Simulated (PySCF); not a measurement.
LaB at UHF-MP2

Level: UHF-MP2. La x2c-SVPall, B x2c-SVPall; spin-free X2C with a Gaussian nucleus (PySCF 2.14).

| Property | Result |
| --- | --- |
| state | quintet, about 0.0 electrons in the 4f shell (Mulliken) |
| bond length | 2.319 Å |
| harmonic wavenumber | 597 cm⁻¹ |
| force constant | 2.14 mdyn/Å |
| rotational constant Be | 0.3073 cm⁻¹ |
| anharmonicity ωexe | 1.63 cm⁻¹ |
| vibration–rotation constant αe | 0.00116 cm⁻¹ |

Correlated steps freeze 19 core orbitals. Spin–orbit coupling is left out, which matters for elements this heavy, above all for dissociation energies. The state is the lowest single determinant that the PBE0 search found; with open d or f shells the true ground state can be another one.
